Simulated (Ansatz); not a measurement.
Born–Oppenheimer molecular dynamics of ClGeH6OP (10 atoms, charge 0, multiplicity 1). It starts at the highest image of a converged band. Of that band: A structure lower than the first end lies on the path between it and the top, so the climb from that side starts below the end, which may itself be a saddle point or a shallow side well. Neighbouring images differ by up to 2.6 eV, so the band resolves the path poorly. A vibrational analysis at the climbing image gives one clearly imaginary mode, 1532i cm⁻¹: a first-order saddle point.

Level of theory: RKS B3LYP-D4/def2-SVP in Ansatz 0.2.0.

```yaml
ensemble: NVE (velocity Verlet)
time_step: 0.5 fs
steps_asked: 200
starting_velocities_drawn_for: 100 K
seed: 8931
```

Frames 2.5 fs apart, positions in Å.

Velocities at 50.0 fs (Å/ps):

```
Ge 6.19 4.15 -4.31
H -42.98 -35.97 41.86
O -0.58 -2.00 -3.58
H -12.80 -2.66 -5.57
H 41.05 22.93 -4.61
Cl -1.83 -2.75 2.64
P -9.34 -5.46 6.27
H -2.87 21.97 5.92
H 0.40 35.42 18.92
H -68.26 -44.11 25.56
```

```xyz
10
Properties=species:S:1:pos:R:3 time_fs=50.0 energy_less_start_eV=-1.348 T=1403
Ge -0.147 0.100 -0.081
H -0.300 0.959 1.225
O 1.407 -0.690 0.337
H 1.602 -1.350 -0.346
H -0.693 1.058 -1.204
Cl -0.738 -1.749 -1.410
P -2.523 -0.861 1.755
H -2.571 -0.606 0.319
H -1.176 -1.346 1.716
H -2.268 0.479 2.229
10
Properties=species:S:1:pos:R:3 time_fs=52.5 energy_less_start_eV=-1.399 T=1453
Ge -0.131 0.110 -0.092
H -0.405 0.853 1.312
O 1.406 -0.694 0.328
H 1.572 -1.360 -0.359
H -0.572 1.112 -1.212
Cl -0.742 -1.755 -1.403
P -2.547 -0.876 1.770
H -2.579 -0.547 0.356
H -1.178 -1.254 1.769
H -2.432 0.375 2.289
10
Properties=species:S:1:pos:R:3 time_fs=55.0 energy_less_start_eV=-1.512 T=1562
Ge -0.116 0.121 -0.103
H -0.496 0.717 1.339
O 1.405 -0.696 0.317
H 1.546 -1.373 -0.368
H -0.418 1.162 -1.214
Cl -0.747 -1.761 -1.395
P -2.573 -0.894 1.784
H -2.589 -0.480 0.427
H -1.184 -1.158 1.833
H -2.575 0.348 2.369
10
Properties=species:S:1:pos:R:3 time_fs=57.5 energy_less_start_eV=-1.636 T=1681
Ge -0.100 0.131 -0.114
H -0.565 0.570 1.294
O 1.404 -0.696 0.305
H 1.529 -1.384 -0.368
H -0.241 1.209 -1.213
Cl -0.752 -1.764 -1.385
P -2.602 -0.917 1.798
H -2.599 -0.403 0.498
H -1.195 -1.064 1.910
H -2.700 0.384 2.467
10
Properties=species:S:1:pos:R:3 time_fs=60.0 energy_less_start_eV=-1.601 T=1648
Ge -0.084 0.140 -0.126
H -0.621 0.441 1.208
O 1.406 -0.696 0.293
H 1.522 -1.397 -0.363
H -0.049 1.253 -1.210
Cl -0.758 -1.766 -1.374
P -2.632 -0.940 1.815
H -2.609 -0.312 0.545
H -1.220 -0.976 1.998
H -2.807 0.392 2.542
10
Properties=species:S:1:pos:R:3 time_fs=62.5 energy_less_start_eV=-1.613 T=1660
Ge -0.068 0.149 -0.139
H -0.693 0.356 1.146
O 1.410 -0.694 0.281
H 1.528 -1.415 -0.357
H 0.143 1.286 -1.197
Cl -0.764 -1.766 -1.361
P -2.665 -0.963 1.833
H -2.619 -0.223 0.587
H -1.264 -0.898 2.093
H -2.896 0.323 2.578
10
Properties=species:S:1:pos:R:3 time_fs=65.0 energy_less_start_eV=-1.689 T=1733
Ge -0.051 0.157 -0.155
H -0.793 0.324 1.131
O 1.418 -0.693 0.271
H 1.543 -1.431 -0.346
H 0.320 1.302 -1.168
Cl -0.771 -1.763 -1.348
P -2.700 -0.983 1.853
H -2.633 -0.160 0.654
H -1.325 -0.836 2.191
H -2.978 0.194 2.588
10
Properties=species:S:1:pos:R:3 time_fs=67.5 energy_less_start_eV=-1.660 T=1705
Ge -0.033 0.163 -0.172
H -0.891 0.337 1.112
O 1.430 -0.692 0.262
H 1.562 -1.444 -0.329
H 0.465 1.301 -1.122
Cl -0.777 -1.758 -1.333
P -2.736 -1.004 1.873
H -2.654 -0.134 0.747
H -1.391 -0.792 2.288
H -3.079 0.075 2.622
10
Properties=species:S:1:pos:R:3 time_fs=70.0 energy_less_start_eV=-1.790 T=1831
Ge -0.015 0.169 -0.190
H -0.952 0.386 1.044
O 1.445 -0.692 0.256
H 1.581 -1.462 -0.311
H 0.572 1.292 -1.073
Cl -0.784 -1.750 -1.318
P -2.773 -1.026 1.892
H -2.682 -0.127 0.839
H -1.455 -0.767 2.380
H -3.223 0.021 2.720
10
Properties=species:S:1:pos:R:3 time_fs=72.5 energy_less_start_eV=-1.889 T=1927
Ge 0.003 0.174 -0.209
H -0.971 0.459 0.927
O 1.464 -0.691 0.254
H 1.596 -1.482 -0.290
H 0.636 1.292 -1.036
Cl -0.792 -1.740 -1.302
P -2.810 -1.051 1.913
H -2.715 -0.107 0.896
H -1.518 -0.756 2.462
H -3.394 -0.021 2.843
10
Properties=species:S:1:pos:R:3 time_fs=75.0 energy_less_start_eV=-1.937 T=1973
Ge 0.022 0.177 -0.229
H -0.971 0.551 0.799
O 1.486 -0.691 0.254
H 1.601 -1.500 -0.262
H 0.664 1.311 -1.025
Cl -0.799 -1.728 -1.285
P -2.849 -1.074 1.937
H -2.752 -0.067 0.926
H -1.584 -0.754 2.533
H -3.550 -0.114 2.925
10
Properties=species:S:1:pos:R:3 time_fs=77.5 energy_less_start_eV=-2.092 T=2123
Ge 0.042 0.179 -0.249
H -0.990 0.659 0.706
O 1.509 -0.690 0.257
H 1.596 -1.521 -0.228
H 0.661 1.344 -1.046
Cl -0.807 -1.713 -1.268
P -2.890 -1.096 1.963
H -2.797 -0.032 0.965
H -1.652 -0.756 2.594
H -3.668 -0.271 2.941
```

Of the whole run (100 fs, mean temperature of the second half 2010 K): The conserved energy stayed within 0.089 meV per atom of its start (net change -0.028 meV per atom), so the integration is sound. The system heated up, since it started high on the potential surface and ran downhill. A run of 0.1 ps of so small a system gives no equilibrium averages. The orbitals stay closed-shell, which can raise the energy where a bond breaks towards radicals; this wasn't checked here.

Time of the run: 5.8 min on 4 threads of Arm Neoverse V1, with other jobs on the host, peak memory 0.28 GiB.
